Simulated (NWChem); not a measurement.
System: NbH2SO2F; SMILES [OH][Nb]([OH])([F])=[S]

The following NWChem deck was run.

```
start job
memory heap 200 mb stack 900 mb global 1100 mb
geometry units angstroms noautoz
  Nb     0.001023     0.212051     0.128070
  S     -0.004596    -1.930319     0.016208
  F      0.006052     0.749724     1.914351
  O     -1.519593     0.871963    -0.738603
  H     -2.277001     0.481173    -1.186057
  O      1.521352     0.864313    -0.744886
  H      2.274967     0.469715    -1.195399
end
basis spherical
  Nb library def2-svp
  S library def2-svp
  F library def2-svp
  O library def2-svp
  H library def2-svp
end
ecp
  Nb library def2-ecp
end
dft
  xc xpbe96 cpbe96
  iterations 150
  mulliken
end
task dft energy
```

Coordinates come from a PBE0/def2-SVP optimisation. def2 effective core potentials on Nb; no spin-orbit coupling.

Predict the main results of this run. (PBE/def2-SVP with def2 effective core potentials on Nb.) Quantities: energy (Ha); highest occupied level (eV); orbital gap (eV); dipole (D).


```json
{
  "energy (Ha)": "-706.20",
  "highest occupied level (eV)": "-6.57",
  "orbital gap (eV)": "4.03",
  "dipole (D)": "2.49"
}
```
